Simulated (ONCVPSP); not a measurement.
## Before and after: ONCV potential for oxygen (O)

* Element: oxygen (O)
* Generator: ONCVPSP 4.0.1
* Type: optimised norm-conserving Vanderbilt (ONCV)
* Functional: LDA (Perdew-Wang 92)
* Relativity: scalar-relativistic
* Frozen core: [He]
* Valence charge: 6
* Reference configuration: 2s2 2p3.5 (charge +0.5)
* Partial waves: 2s: rc 0.90 bohr, ncon 4, nbas 9, qcut 9.1 1/bohr, 2 projectors, debl 1.7 Ha; 2p: rc 1.25 bohr, ncon 3, nbas 6, qcut 10.8 1/bohr, 2 projectors, debl 0.5 Ha
* Local potential: polynomial inside 0.85 bohr (lpopt 4, dvloc0 2 Ha)
* Core correction: Teter function, parameters optimised by the program

In the p channel the program set the typed energies aside and used -0.604, 0.250 Ha.

Change: all radii but the core radius scaled by about 0.87 (s 0.78, p 1.08 bohr); local potential polynomial inside 0.74 bohr (lpopt 4, dvloc0 2 Ha).

Cutoffs: the cutoffs (Ha) at which the residual kinetic energy of the hardest occupied pseudo-wave falls to 1 and 0.1 mHa per electron; they do not see the model core or the augmentation charge, which bear on the density cutoff. Errors are all-electron minus pseudo energies relative to the spin-unpolarised reference configuration.

Question: How do hardness, ghosts and transferability respond?

Answer: The potential gets harder (39 Ha and 73 Ha → 43 Ha and 151 Ha); of the 4 tests that both files solve, the error grows in 0 and shrinks in 4 by more than 15 % and 0.3 meV (median size 32.4 → 17.1 meV); neither file shows a bound ghost. A smaller radius makes the pseudo-wave follow the all-electron one further in, where it bends more sharply, so more plane waves are needed. Less of the atom is replaced, so other configurations are described better.

```csv
quantity,base,changed
"cutoff, loose",39 Ha,43 Ha
"cutoff, tight",73 Ha,151 Ha
loose cutoff by channel,"s 36 Ha, p 39 Ha","s 40 Ha, p 43 Ha"
bound ghosts,none,none
GHOST(+) flags under 300 eV,none,none
"error for 2s2 2p4, meV [ΔE -6.37 eV]",+2.2,+1.6
"error for 2s2 2p3, meV [ΔE 10.22 eV]",+3.1,+1.1
"error for 2s2 2p2, meV [ΔE 43.93 eV]",+62,+33
"error for 2s2 2p1, meV [ΔE 97.90 eV]",+294,+165
"rms error of d²Exc/dni dnj with the model core, mHa",0.88,0.74
```
